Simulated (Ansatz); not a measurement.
Basis-set extrapolation for C2H5BF2O (`CCOB(F)F`) (PBE0-D4/def2-TZVP geometry, frozen core, Ansatz 0.2.0). Multiplicity 1, RHF reference.

```csv
,def2-TZVPP,def2-QZVPP
HF,-377.421986,-377.439389
MP2 correlation,-1.167260,-1.263241
CCSD(T) correlation,-1.234865,not run
```

Energies in hartree. Use E(X) = E(∞) + A·exp(−7.88·√X) for Hartree–Fock and E(X) = E(∞) + B·X^(−2.97) for correlation, with X = 3 and 4, and add CCSD(T) minus MP2 of the smaller set to the MP2 limit.

Task: What is the CCSD(T) energy at the basis-set limit?

Result: HF limit: -377.439389 + (-0.017403) × 0.13774 = -377.44179. MP2 limit: -1.263241 + (-0.095981) × 0.74074 = -1.33434. Higher-order term: -1.234865 − (-1.167260) = -0.06761. Total: -378.84374 hartree, 490.7 kJ/mol below CCSD(T)/def2-TZVPP.
